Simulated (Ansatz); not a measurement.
**Four-centre ligand exchange**

Start structure (BH2BrOF2, closed shell), relaxed at PBE0-D4/def2-TZVP:

B1  (-0.474, 0.914, -0.707)
O2  (0.358, -0.091, -0.351)
F3  (-0.332, 1.562, -1.851)
F4  (-1.448, 1.254, 0.107)
H5  (0.356, -1.237, 1.343)
Br6  (0.498, -2.122, 2.456)
H7  (1.043, -0.280, -0.997)
(Å)

The step: BHOF₂ ([OH][B]([F])[F]) + HBr → BBrF₂ ([F][B]([F])[Br]) + H₂O (still joined by a long B–O bond); bonds formed: B1–Br6, O2–H5; bonds broken: H5–Br6; bonds weakened to dative contacts: B1–O2. Computed with Ansatz 0.2.0 (basis: def2-TZVPP and def2-QZVPP); correlated methods freeze the cores. Filled d shells of the heavier atoms are correlated. The def2 sets are not built for correlating such inner shells, so the correlated values are less sure here. Extrapolation: Hartree–Fock as exp(−7.88 √X), correlation as X^−2.97. Energies below are by CCSD(T) at an estimated basis limit (MP2 extrapolated from triple and quadruple zeta, plus CCSD(T) − MP2 in triple zeta).

What are the electronic barrier and the energy of the step, from the start structure to the end structure? (To be estimated.)

By the calculation: Barrier 103.2 kJ/mol; step energy 36.1 kJ/mol (uphill); reverse barrier, their difference, 67.1 kJ/mol. Barrier and step energy count from the start structure, the reverse barrier from the end structure.

The saddle point: One imaginary mode of 920i cm⁻¹.
| pair | start (Å) | saddle (Å) | end (Å) |
| --- | --- | --- | --- |
| B1–Br6 | 4.49 | 2.47 | 2.01 |
| O2–H5 | 2.04 | 1.21 | 0.97 |
| B1–O2 | 1.35 | 1.48 | 1.69 |
| H5–Br6 | 1.43 | 1.71 | 2.63 |

Zero-point energy (harmonic, PBE0-D4): ZPE is 85.3 kJ/mol at the start and 82.4 kJ/mol at the saddle, so the barrier goes from 103.2 to 100.3 kJ/mol.

T1 diagnostic: at most 0.011.

Labels in which every atom is bracketed show which atoms are joined, not bond orders.

For scale, one of the runs: CCSD(T)/def2-TZVPP, 200 basis functions, launched by `ansatz run in.yaml --threads 4 --pin off --events-out ev --progress --plain --max-ram 9574MiB`. Time: 5.1 min of wall clock on 4 CPU threads of an AMD EPYC; the host was shared. Peak host memory: 2.8 GiB.
